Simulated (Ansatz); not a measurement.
C$_{6}$H$_{15}$ClO$_{3}$Zr, SMILES `CC[O][Zr]([Cl])([O]CC)[O]CC`, relaxed with RKS PBE0-D4/def2-TZVP in the Gaussian-basis code of Ansatz from a PBE-D4/def2-SVP geometry. The force threshold is 0.005 eV/Å; the program also tests the step.

Charge 0, multiplicity 1. Zr: def2 effective core potential.

Start:

```xyz
26

C    -3.574    2.335   -0.805
C    -3.049    1.522    0.374
O    -1.675    1.259    0.251
Zr    0.148    0.794   -0.175
Cl    1.413    2.773   -0.685
O     0.190   -0.383   -1.704
C     0.424   -1.455   -2.578
C     1.356   -2.498   -1.967
O     0.965   -0.113    1.314
C     1.579   -0.782    2.382
C     2.855   -0.075    2.824
H    -3.043    3.306   -0.879
H    -3.426    1.788   -1.758
H    -4.658    2.540   -0.687
H    -3.230    2.070    1.329
H    -3.603    0.557    0.450
H     0.863   -1.058   -3.523
H    -0.550   -1.924   -2.852
H     0.919   -2.922   -1.040
H     2.336   -2.045   -1.711
H     1.535   -3.331   -2.677
H     0.863   -0.850    3.235
H     1.809   -1.829    2.073
H     2.637    0.960    3.155
H     3.330   -0.618    3.667
H     3.584   -0.021    1.989
```

(1) By how much does the energy fall, and how many steps does the optimiser take? (Best estimate.)

(2) Which bonds change most? (Estimate.)

(3) Give the relaxed structure. (An estimate is asked.)

Results:

(1) Computed: 0.12 eV, in 66 steps, 3 of them rejected.

(2) Ansatz gave: Zr4–O6 from 1.929 to 1.909 Å; C2–H15 from 1.116 to 1.097 Å; C7–H17 from 1.115 to 1.097 Å; C2–H16 from 1.116 to 1.097 Å.

(3) The calculation gave: 
```xyz
26

C    -3.495    1.373   -0.836
C    -2.746    1.892    0.371
O    -1.377    1.643    0.271
Zr    0.397    1.044   -0.111
Cl    1.833    2.929   -0.453
O     0.375   -0.032   -1.687
C     0.386   -1.029   -2.662
C     0.977   -2.317   -2.133
O     1.054    0.002    1.346
C     1.502   -0.774    2.415
C     2.781   -0.215    2.997
H    -3.132    1.850   -1.749
H    -3.364    0.293   -0.937
H    -4.564    1.582   -0.741
H    -2.897    2.973    0.474
H    -3.128    1.423    1.286
H     0.965   -0.672   -3.522
H    -0.641   -1.197   -3.010
H     0.395   -2.689   -1.286
H     2.005   -2.160   -1.802
H     0.979   -3.085   -2.912
H     0.720   -0.810    3.183
H     1.662   -1.802    2.065
H     2.625    0.803    3.360
H     3.120   -0.832    3.833
H     3.569   -0.192    2.242
```
